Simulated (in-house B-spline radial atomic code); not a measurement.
RPA and G0W0 on r2SCAN: the tin ion Sn²⁺

Configuration [Kr] 4d10 5s2, mean-field start r2SCAN. Computed with an all-electron radial atomic-structure program (B-spline basis): all electrons, non-relativistic, point nucleus, each spin shell either full or empty, empty states to l = 9 with an (l + 1/2)⁻⁴ tail; G0W0 by contour deformation at full frequency.

Without relativity these are model numbers: it shifts the levels of so heavy an element strongly and can reorder them.

Command:
```bash
python run_gw.py task.json out
```
Settings (radii: box in bohr, nucleus in fm):
```
Z                        50
electrons                48
configuration            [Kr] 4d10 5s2
hamiltonian              nr
method                   r2scan
lmax                     9
spin_polarised           False
box_radius               17.55
intervals                54
ion_configuration        [Kr] 4d10 5s1
```

Time taken, with all properties: 10 s on 1 thread of Arm Neoverse N1, with other jobs on the host.

Energies (hartree):

```
                                     term        value
                         mean-field total  -6024.61388
Hartree-Fock functional on these orbitals  -6022.15820
                      direct second order       -4.248
                    second-order exchange       1.1661
                         SOSEX correction       1.0724
```

Q: What is the RPA correlation energy, and what remains with SOSEX?

A: RPA gives -3.687 hartree (-2.09 eV per electron); RPA + SOSEX gives -2.6147, and the second-order doubles -3.0819 hartree (no singles). SOSEX takes back 29 % of the RPA value.

Quasi-particle levels (eV):

```json
{"level": "5s", "occupied": "yes", "mean field": "-25.205", "Σx - vxc": "-2.42", "Σc": "?", "QP weight": "?", "G0W0": "?"}
{"level": "4d", "occupied": "yes", "mean field": "-45.32", "Σx - vxc": "-8.96", "Σc": "1.40", "QP weight": "0.885", "G0W0": "-52.88"}
{"level": "5p", "occupied": "no", "mean field": "-17.431", "Σx - vxc": "4.52", "Σc": "-1.47", "QP weight": "0.942", "G0W0": "-14.388"}
```

G0W0 = mean field + (Σx - vxc) + Σc, with Σc (partial-wave tail included) taken at the quasi-particle energy. Only the outer levels were computed. Levels of low weight are left out.

Q: Where does G0W0 put 5s?

A: At -29.719 eV, with Σc = -2.10 eV and a quasi-particle weight of 0.943. The tabulated removal energy is 30.506 ± 0.003 eV (NIST, measured); the calculation leaves out relativity, Breit and QED terms, and what these don't explain is the method's own error.

Q: What does it cost to remove one electron (to [Kr] 4d10 5s1) by differences of total energies, each species on its own start (correlation terms add to the Hartree-Fock functional)?

A: r2SCAN 29.082 eV, Hartree-Fock functional 27.349 eV, + RPA 29.721 eV, + RPA + SOSEX 29.177 eV, + second order 30.69 eV. Tabulated: 30.506 ± 0.003 eV (NIST, measured); the calculation leaves out relativity, Breit and QED terms, and what these don't explain is the method's own error.
